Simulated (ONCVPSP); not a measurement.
Configuration tests for rhodium (Rh) (ONCV)

```
Element                 : Rh
Generator               : ONCVPSP 4.0.1
Type                    : optimised norm-conserving Vanderbilt (ONCV)
Functional              : LDA (Perdew-Wang 92)
Relativity              : non-relativistic
Frozen core             : [Ar] 3d10
Valence charge          : 17
Reference configuration : 4s2 4p6 4d8 5s0.5 (charge +0.5)
Partial waves           : 4s+5s: rc 1.45 bohr, ncon 5, nbas 9, qcut 7.5 1/bohr, 2 projectors; 4p: rc 1.45 bohr, ncon 3, nbas 7, qcut 11.6 1/bohr, 1 projector; 4d: rc 2.20 bohr, ncon 3, nbas 8, qcut 7.8 1/bohr, 1 projector
Local potential         : polynomial inside 1.20 bohr (lpopt 4, dvloc0 3 Ha)
Core correction         : Teter function, fcfact 5, rcfact 1.4
```

Energies are relative to the spin-unpolarised reference configuration 4s2 4p6 4d8 5s0.5; without spin polarisation the order of configurations can differ from experiment.

Q: Give the all-electron excitation energy and the error of the potential for: 4s2 4p6 4d8 5s1; 4s2 4p6 4d8 5s0; 4s2 4p6 4d7 5s0; 4s2 4p6 4d7 5s1.

A:

```tsv
valence configuration	charge	ΔE all-electron (eV)	error AE − PS (meV)
4s2 4p6 4d8 5s1	0	-2.853	+0.2
4s2 4p6 4d8 5s0	+1	4.419	+0.3
4s2 4p6 4d7 5s0	+2	24.456	-0.3
4s2 4p6 4d7 5s1	+1	8.922	+6.6
```

Levels in the configuration 4s2 4p6 4d7 5s1:

```tsv
level	all-electron (eV)	pseudo (eV)
4s	-88.703	-88.682
4p	-60.847	-60.839
4d	-17.412	-17.397
5s	-11.930	-11.936
```
